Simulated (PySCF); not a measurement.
Radiative rates from a computed spectrum

Compound: C₄H₆BN.
SMILES with atom numbers: `[BH3-:1][N+:2]#[C:3][CH2:4][C:5]#[CH:6]` (hydrogens: H7, H8, H9 on B1; H10, H11 on C4; H12 on C6)

Cartesian coordinates in Å at the PBE0-D3(BJ)/def2-SVP level; atoms count from 1:
```xyz
12
C4H6BN angstrom
B     -1.558   -0.290    0.390
N     -0.076   -0.138    0.042
C      1.038   -0.030   -0.223
C      2.451    0.098   -0.564
C      3.033    1.357   -0.109
C      3.517    2.399    0.264
H     -1.592   -0.593    1.575
H     -2.066    0.799    0.161
H     -1.979   -1.175   -0.341
H      2.548   -0.001   -1.659
H      2.988   -0.760   -0.123
H      3.945    3.327    0.597
```

The calculation used TDDFT PBE0/def2-SVPD, vertical, gas phase, core orbitals frozen in the response in PySCF.

Relations used (vacuum, state to state): A = 0.6670 f ν̃² s⁻¹ (ν̃ in cm⁻¹); τ = 1/A; f = (2/3) ΔE |μ|² in atomic units; ∫σ dE = 109.76 f Mb·eV.

Only emission to the ground state at the vertical energy is counted.

Energies and rates of the computed singlets with f of 0.002 or more:

```
state  E (eV)   A (s⁻¹)
   S2    5.67  2.78×10⁷
   S3    5.72  1.24×10⁷
   S5    6.50  8.31×10⁸
   S6    6.71  5.71×10⁶
   S7    6.74  1.43×10⁷
   S8    6.81  1.79×10⁸
  S10    7.07  1.02×10⁸
```

Question: Which f and |μ| stand behind these rates?

Answer: f = A / (0.6670 ν̃²), and |μ| follows from f:

```csv
state,f,|μ| (D),τ,"main configurations (H = HOMO, L = LUMO)"
S2,0.020,0.96,36 ns,"H-1→L (57%), H→L+1 (38%)"
S3,0.0088,0.63,80 ns,"H-1→L+1 (84%), H→L (12%)"
S5,0.453,4.29,1.2 ns,"H→L+1 (47%), H-1→L (33%)"
S6,0.0029,0.34,180 ns,H→L+2 (94%)
S7,0.0072,0.53,70 ns,"H-1→L+2 (62%), H-3→L (19%), H-2→L+3 (8%)"
S8,0.089,1.85,5.6 ns,"H-3→L (31%), H-1→L+2 (28%), H-2→L+3 (17%)"
S10,0.047,1.32,9.8 ns,H→L+3 (86%)
```

Question: What is the integrated cross-section of all computed states together?

Answer: Σf = 0.630 over S1 to S10, so 109.76 × Σf ≈ 69.2 Mb·eV.

Question: Which computed singlets stay under f = 0.002?

Answer: S1 (5.46 eV, f 0.0019), S4 (6.40 eV, f 0.0002) and S9 (6.86 eV, f 0.0004).

Question: By what factor does the largest A in the list exceed the smallest?

Answer: S5 has 150 times the rate of S6.

The vertical ionisation energy (ΔSCF) is 9.88 eV, 2.81 eV above S10.
